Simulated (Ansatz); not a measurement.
**Question.** Name a neutral molecule of Cl, O, Ti and H with HOMO energy (PBE/def2-TZVPP) between -7.90 and -7.60 eV and HOMO energy (ωB97M-V/def2-TZVPP) between -11.50 and -11.20 eV (Ansatz, PBE0-D4/def2-TZVP geometry).

**Answer.** `[OH][Ti]([Cl])([Cl])[Cl]` (-7.89 eV, -11.42 eV). Other molecules can fit too; these were computed, each in one conformer that needn't be the lowest.
